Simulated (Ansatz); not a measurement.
`N[Si](F)(Cl)Br` + CH₃OH → `CO[Si](N)(F)Cl` + HBr at 298.15 K and 1 bar (ligand exchange at the Si–Br bond).

Computed with Ansatz on PBE0-D4/def2-TZVP structures; ΔE is electronic, products minus reactants. CCSD(T)/CBS adds triple-zeta CCSD(T) − MP2 to the extrapolated MP2 energy (def2 sets, frozen cores). This one scheme is used for every species. For Br outer-core shells are correlated without core-valence functions, which leaves a few kJ/mol of doubt a bond. Scalar relativity is left out up to krypton. Each species was taken in one conformer, which may not be the lowest.

| species | CCSD(T)/CBS energy (Eh) | H − E (kJ/mol) | S (J/(mol·K)) |
| --- | --- | --- | --- |
| `N[Si](F)(Cl)Br` | -3478.08790 | 106.1 | 362.1 |
| CH₃OH | -115.61712 | 146.3 | 238.2 |
| `CO[Si](N)(F)Cl` | -1019.79558 | 220.0 | 388.7 |
| HBr | -2573.91920 | 24.6 | 198.6 |

H − E and S are ideal-gas, rigid-rotor, harmonic terms from PBE0-D4/def2-TZVP, for one conformer and one mirror image of each species. 1 Eh = 2625.50 kJ/mol, R = 8.31446 J/(mol·K).

Q: By hand: ΔE, ΔH, ΔS and ΔG.

A: ΔE = (-1019.79558) + (-2573.91920) − (-3478.08790) − (-115.61712) = -0.00976 Eh = -25.6 kJ/mol. Δ(H − E) = 220.0 + 24.6 − 106.1 − 146.3 = -7.8, so ΔH = -33.4 kJ/mol. ΔS = 388.7 + 198.6 − 362.1 − 238.2 = -13.0 J/(mol·K). ΔG = -33.4 − 298.15 × (-13.0)/1000 = -29.5 kJ/mol.

Q: By hand: the equilibrium constant, and the temperature at which ΔG would vanish if ΔH and ΔS stayed fixed.

A: log₁₀ K = −ΔG/(RT ln 10) = 5.2. ΔG = 0 at ΔH/ΔS = 2569 K, far beyond where these terms or the molecules hold.

The number of gas molecules stays the same, so ΔS is small and ΔH decides. A doubt of 5 kJ/mol in ΔE shifts log₁₀ K by 0.9 here. Other conformers and mirror images would add mixing entropy, several J/(mol·K) or more a flexible species. These are equilibria of isolated gas molecules and say nothing of rates. Largest T1 diagnostic: 0.010 (customary marks: 0.02 for closed shells, 0.045 for open ones).
